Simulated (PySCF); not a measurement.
**Computed properties of Ge(H)3(SMe) (CH₆GeS), SMILES C[S][GeH3]**

Ge(H)3(SMe) (CH₆GeS), SMILES C[S][GeH3]. The structure is a stationary point at TPSSh-D3(BJ)/def2-SVP. One conformer was computed; it need not be the lowest. All values are computed for the isolated molecule unless a solvent is named; none is compared with measurement here.

**Structure.** The optimised structure has Cs symmetry. All 21 harmonic modes at TPSSh-D3(BJ)/def2-SVP (PySCF) are real, so it is a minimum. With heavy atoms numbered as in [GeH3:1][S:2][CH3:3], the shortest bond between them is S2–C3 at 1.836 Å and the longest Ge1–S2 at 2.228 Å.

**Vibrations.** The strongest infrared lines (harmonic, unscaled, degenerate partners summed) lie at 834 cm⁻¹ (219 km/mol, H 97 %), 2138 cm⁻¹ (142 km/mol, H 98 %), 2182 cm⁻¹ (106 km/mol, H 99 %). The softest mode is at 100 cm⁻¹ and the zero-point energy is 39.0 kcal/mol.

**Electronic structure.** ωB97X/def2-TZVPD (PySCF) places the frontier levels at -9.15 and 1.59 eV, a gap of 10.74 eV, and gives a dipole moment of 1.52 D and a mean polarisability of 68.1 bohr³. PBE/def2-TZVPD (PySCF) at the same geometry gives -5.60 and -1.02 eV, so its gap is 6.16 eV narrower. An orbital gap is neither the optical nor the fundamental gap.

**Excitations.** TDA-ωB97X/def2-SVPD (PySCF) has S1 at 5.55 eV (223 nm, f = 0.009, weak); the most intense of the 10 singlets computed lies at 8.03 eV (f = 0.20). T1 (TDA) is at 5.16 eV, 0.39 eV under S1. TDA-PBE/def2-SVPD (PySCF) puts S1 at 4.77 eV. No vertical singlet excitation falls in the visible range (under 3.1 eV).

**NMR.** GIAO shifts at B3LYP/pcSseg-1 (PySCF) (non-relativistic, atoms alike by connectivity averaged): ¹³C at 20.4 ppm against TMS; ¹H from 2.3 to 4.8 ppm against TMS.
